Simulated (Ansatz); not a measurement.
Start from `NB(O)O[SiH3]` and change one atom or group to get `NBO[SiH3]`.

Ansatz, PBE0-D4/def2-TZVP geometries, multiplicity 1. Each molecule was computed in one conformer, which needn't be the lowest.

```csv
property,`NB(O)O[SiH3]`
"ideal-gas entropy at 298 K and 1 bar (rigid rotor, harmonic PBE0-D4/def2-TZVP) / J/(mol·K)",348
HOMO–LUMO gap (B3LYP/def2-TZVPP) / eV,7.47
HOMO energy (B3LYP/def2-TZVPP) / eV,-7.51
size of the dipole moment (B3LYP/def2-TZVPP) / D,2.71
LUMO energy (ωB97M-V/def2-TZVPP) / eV,1.69
HOMO energy (PBE/def2-TZVPP) / eV,-6.28
```

(1) Give the same properties after the change, and the shifts. (Estimate.)

Answers

(1) Computed: 
| property | `NBO[SiH3]` | shift |
| --- | --- | --- |
| ideal-gas entropy at 298 K and 1 bar (rigid rotor, harmonic PBE0-D4/def2-TZVP) / J/(mol·K) | 326 | -22 |
| HOMO–LUMO gap (B3LYP/def2-TZVPP) / eV | 7.94 | 0.47 |
| HOMO energy (B3LYP/def2-TZVPP) / eV | -7.70 | -0.19 |
| size of the dipole moment (B3LYP/def2-TZVPP) / D | 1.32 | -1.39 |
| LUMO energy (ωB97M-V/def2-TZVPP) / eV | 2.07 | 0.38 |
| HOMO energy (PBE/def2-TZVPP) / eV | -6.55 | -0.27 |

With PBE0 the HOMO falls by 0.20 eV and the LUMO rises by 0.18 eV, so the gap widens by about 0.38 eV. PBE moves the HOMO by -0.27 eV and ωB97M-V by -0.18 eV. The zero-point energy changes by -16.2 kJ/mol with -3 modes. Dipoles are sizes alone; their direction can turn. Modes under 60 cm⁻¹, often nearly free rotors, make the harmonic entropy too high.

B3LYP here is the variant with VWN-RPA as its local correlation; programs differ in this.
